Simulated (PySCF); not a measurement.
An unknown is described by computed data only.

Formula: C6H6S2.

| Property | Result |
| --- | --- |
| Valence photoelectron | vertical ionisation energy: 8.25 eV [ΔSCF wB97X-D/def2-SVPD] |
| UV, strongest line | among the 10 lowest singlet transitions: S2 at 3.93 eV (315 nm, f = 0.358) [TDDFT wB97X-D/def2-SVPD] |
| 13C NMR | chemical shifts (computed TMS as zero) by class: 238.9 (1 C), 158.2 (1 C), 140.7 (1 C), 139.5 (1 C), 133.8 (1 C), 39.9 (1 C) ppm [GIAO B3LYP/pcSseg-1] |
| Triplet | lowest triplet excitation (Tamm–Dancoff): 1.91 eV [TDA wB97X-D/def2-SVPD] |
| Rotational structure | rotational constants A, B, C: 2.983, 1.055, 0.783 GHz [PBE0-D3(BJ)/def2-SVP] |
| UV, first state | lowest singlet excitation: 2.27 eV (546 nm, f = 0.000) [TDDFT wB97X-D/def2-SVPD] |
| 1H NMR | chemical shifts (computed TMS as zero) by class: 8.25 (1 H), 7.19 (1 H), 6.98 (1 H), 3.06 (3 H) ppm [GIAO B3LYP/pcSseg-1] |
| Dipole | 3.34 D [wB97X-D/def2-SVPD] |
| NMR, other nuclei | isotropic shieldings of nuclei other than C and H, by class: -430 (1 S), 260 (1 S) ppm [GIAO B3LYP/pcSseg-1] |
| Polarisability | 115.9 au [wB97X-D/def2-SVPD] |

Gas-phase values; electronic properties from PySCF, density fitting. Levels stand in brackets. One conformer (not necessarily the lowest) at the PBE0-D3(BJ)/def2-SVP geometry, without solvent, vibrations or thermal averaging. NMR values are class means; diastereotopic atoms form classes of their own.

**Question.** What is the compound? Reason from the data.

**Answer.** Numbering: `[CH3:1][C:2](=[S:3])[c:4]1[cH:5][cH:6][cH:7][s:8]1`. Its formula, C6H6S2, gives 4 degrees of unsaturation: 1 ring and 3 π bonds in the structure found (Kekulé form). 6 carbons fall into 6 classes; from least to most shielded: thiocarbonyl carbon [C2] (238.9 ppm), substituted aromatic carbon [C4] (158.2 ppm), aromatic CH next to a ring sulfur [C7] (140.7 ppm), aromatic CH carbon [C5] (139.5 ppm), aromatic CH carbon [C6] (133.8 ppm), methyl carbon [C1] (39.9 ppm). Hydrogen classes from least to most shielded: 1 H on an aromatic CH carbon, C5 (8.25 ppm), 1 H on an aromatic CH next to a ring sulfur, C7 (7.19 ppm), 1 H on an aromatic CH carbon, C6 (6.98 ppm), 3 H on a methyl carbon, C1 (3.06 ppm). The other shieldings belong to: -430 ppm, thiocarbonyl sulfur [S3]; 260 ppm, thiophene-type sulfur [S8]. S1 is mainly HOMO→LUMO (weight 0.95); the largest Löwdin shares of the orbital it empties are 0.76 on the thiocarbonyl sulfur, 0.11 on the thiocarbonyl carbon and 0.05 on the methyl carbon, of the orbital it fills 0.28 on the thiocarbonyl sulfur, 0.24 on the thiocarbonyl carbon, 0.10 on an aromatic CH carbon and 0.10 on the aromatic CH next to a ring sulfur. The optimised geometry has point group Cs and is an asymmetric top. Structure: `CC(=S)c1cccs1`. Computed isomers that give other values at the same levels: `Sc1ccccc1S` (rotational constant A: 1.967 GHz; this holds for the one conformer computed). The assignments are read from this structure; whether some other isomer fits the data as well wasn't checked.

The values belong to the conformer `[CH3:1][C:2](=[S:3])[c:4]1[cH:5][cH:6][cH:7][s:8]1`: C1–C2–C4–C5 180°.
